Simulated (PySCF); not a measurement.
Compound: C4H6F2O2.
Atom-mapped SMILES: `[F:1][CH2:2][C@@H:3]1[O:4][CH2:5][C@H:6]([F:7])[O:8]1` (hydrogens: H9, H10 on C2; H11 on C3; H12, H13 on C5; H14 on C6)

Theory: PySCF, PBE0-D3(BJ)/def2-SVP geometry optimisation, gas phase.

Q: Give the optimised bond lengths and angles.

A: 
| bond | length (Å) |
| --- | --- |
| F1–C2 | 1.366 |
| C2–C3 | 1.519 |
| C3–O4 | 1.396 |
| O4–C5 | 1.407 |
| C5–C6 | 1.528 |
| C6–F7 | 1.377 |
| C6–O8 | 1.372 |
| C3–O8 | 1.411 |
| C2–H9 | 1.103 |
| C2–H10 | 1.102 |
| C3–H11 | 1.103 |
| C5–H12 | 1.102 |
| C5–H13 | 1.102 |
| C6–H14 | 1.100 |

A selection of angles:
| angle | degrees |
| --- | --- |
| F1–C2–C3 | 109.4 |
| C2–C3–O4 | 112.8 |
| C2–C3–O8 | 110.2 |
| O4–C3–O8 | 106.3 |
| C3–O4–C5 | 108.7 |
| O4–C5–C6 | 104.6 |
| C5–C6–F7 | 109.7 |
| C5–C6–O8 | 104.3 |
| F7–C6–O8 | 110.7 |
| C3–O8–C6 | 107.5 |

Dihedral angles: F1–C2–C3–O4 -68° (synclinal); C2–C3–O4–C5 -100° (anticlinal); C3–O4–C5–C6 -4° (synperiplanar); O4–C5–C6–F7 104° (anticlinal); C5–C6–O8–C3 27° (synperiplanar); C2–C3–O8–C6 92° (anticlinal).

Of the pairs four or more bonds apart, F7···H10 is among the closest relative to their van der Waals radii: 2.52 Å, 94 % of the sum of Bondi's values. O4 (cyclic ether oxygen) is bent (angle 108.7°). The 5-membered ring C3–O4–C5–C6–O8 has internal angles of 104.3° to 108.7°; it is puckered, 0.12 Å rms from its mean plane, widest ring torsion 30°. The C–O distances run from 1.372 Å (C6–O8, drawn single) to 1.411 Å (C3–O8, drawn single), a spread of 0.039 Å.

Point group: C1 (no symmetry element, even within 0.4 Å). Whether it is a minimum is left open (no frequencies). One conformer, not necessarily the lowest.

Rough CPU time on one thread of a shared machine: about 2.1 min. This is the geometry optimisation.
